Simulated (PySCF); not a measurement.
## Frontier orbitals and the lowest excitations

Compound: YF3 (singlet state).
Structure used (PBE0-D3(BJ)/def2-SVP), in Å, numbered top down from 1:
```xyz
4
YF3 angstrom
Y      0.0153    0.0006   -0.0234
F      1.8907    0.0088    0.6577
F     -0.9618    1.7120   -0.3194
F     -0.9442   -1.7214   -0.3149
```

Computed with PySCF, TDDFT B3LYP/def2-SVPD, vertical, gas phase, core orbitals frozen in the response, def2 core potentials past Kr. Spin–orbit coupling is left out.

Frontier orbitals with the atoms that hold most of them (Löwdin shares over 4%, at most four atoms; ? is withheld):

```tsv
orbital	ε (eV)	atoms
LUMO+2	-0.71	Y1 81%, F2 12%, F3 4%
LUMO+1	-0.74	Y1 81%, F4 9%, F3 8%
LUMO	?	?
HOMO	-10.38	F4 31%, F3 31%, F2 30%, Y1 7%
HOMO-1	-10.39	F2 34%, F3 30%, F4 29%, Y1 7%
HOMO-2	-10.59	F4 32%, F3 32%, F2 30%, Y1 6%
HOMO-3	-10.66	F2 34%, F3 30%, F4 30%, Y1 6%
```

(1) Give the leading atoms of the LUMO.

(2) What is the LUMO energy, and the HOMO–LUMO gap?

Results:

(1) Y1 (bonded to 3 F) 84%; F2 (bonded to Y) 5%; F3 (bonded to Y) 5%; F4 (bonded to Y) 5%. By element: yttrium 84%, fluorine 16%.

(2) ε(LUMO) = -2.80 eV; the gap is 7.59 eV (0.2788 hartree).

Problem. How does S1 compare with the orbital gap of 7.59 eV?

Solution. S1 is at 6.42 eV (f = 0.0034), 1.16 eV below the gap, made of HOMO-1/HOMO→LUMO (100%). S1/S2 lie within about 0.01 eV of each other. 

For S1 the Löwdin share of yttrium is 7% in HOMO and 84% in LUMO (ligand-to-metal charge transfer by this measure).

Next come S2 at 6.43 eV (f 0.0037), HOMO-1/HOMO→LUMO (100%); S3 at 6.63 eV (f 0.0000), HOMO-2→LUMO (100%); S4 at 6.73 eV (f 0.044), HOMO-3→LUMO (100%); S5 at 7.02 eV (f 0.0001), HOMO-4→LUMO (100%).

Orbitals of the list HOMO-3 to LUMO+2 that lie within 0.01 eV of each other are written together with a slash and their weights summed (≥ marks a lower bound); for degenerate orbitals outside that list single weights are arbitrary.
